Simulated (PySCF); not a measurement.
## Ag (silver, neutral) across methods

[Kr] 4d9 5s1 5p1, one real determinant (an excited configuration). All numbers are calculated (PySCF 2.14, scalar relativity through the core potential, in aug-cc-pVDZ-PP with ECP28MDF (5s5p4d2f, 54 functions)). The B2PLYP total includes its PT2 part (frozen core); its orbital energies are those of the SCF part.

```json
{"method": "LDA", "E (hartree)": "-146.3688", "mean ε 4d β (eV)": "-11.715", "mean ε 5s α (eV)": "-7.464", "mean ε 5p α (eV)": "-2.705", "Σ⟨r²⟩ (bohr²)": "56.58", "⟨S²⟩": "3.750"}
{"method": "UHF", "E (hartree)": "-145.84432", "mean ε 4d β (eV)": "-18.773", "mean ε 5s α (eV)": "-10.091", "mean ε 5p α (eV)": "-5.258", "Σ⟨r²⟩ (bohr²)": "57.23", "⟨S²⟩": "3.753"}
{"method": "TPSSh", "E (hartree)": "-146.5938", "mean ε 4d β (eV)": "-12.334", "mean ε 5s α (eV)": "-7.515", "mean ε 5p α (eV)": "-2.937", "Σ⟨r²⟩ (bohr²)": "56.38", "⟨S²⟩": "3.751"}
{"method": "M06-L", "E (hartree)": "-146.7282", "mean ε 4d β (eV)": "-11.804", "mean ε 5s α (eV)": "-7.050", "mean ε 5p α (eV)": "-2.496", "Σ⟨r²⟩ (bohr²)": "56.96", "⟨S²⟩": "3.751"}
{"method": "B2PLYP", "E (hartree)": "-146.4617", "mean ε 4d β (eV)": "-15.514", "mean ε 5s α (eV)": "-8.774", "mean ε 5p α (eV)": "-3.931", "Σ⟨r²⟩ (bohr²)": "56.85", "⟨S²⟩": "3.751"}
{"method": "r2SCANh", "E (hartree)": "-146.6849", "mean ε 4d β (eV)": "-12.571", "mean ε 5s α (eV)": "-7.795", "mean ε 5p α (eV)": "-3.100", "Σ⟨r²⟩ (bohr²)": "55.69", "⟨S²⟩": "3.752"}
{"method": "PBE", "E (hartree)": "-146.6551", "mean ε 4d β (eV)": "-11.576", "mean ε 5s α (eV)": "-7.210", "mean ε 5p α (eV)": "-2.652", "Σ⟨r²⟩ (bohr²)": "56.91", "⟨S²⟩": "3.751"}
{"method": "PBE0", "E (hartree)": "-146.6443", "mean ε 4d β (eV)": "-13.568", "mean ε 5s α (eV)": "-8.071", "mean ε 5p α (eV)": "-3.372", "Σ⟨r²⟩ (bohr²)": "56.43", "⟨S²⟩": "3.751"}
```

(1) Estimate the same row for r2SCAN.

⟨L²⟩ = 8.01 against 12 for a pure F term, so this real determinant mixes terms. Energies and moments cover only the electrons outside the core potential.

## Answers

(1) E (hartree) = -146.6988; mean ε 4d β (eV) = -11.790; mean ε 5s α (eV) = -7.463; mean ε 5p α (eV) = -2.835; Σ⟨r²⟩ (bohr²) = 55.72; ⟨S²⟩ = 3.752.
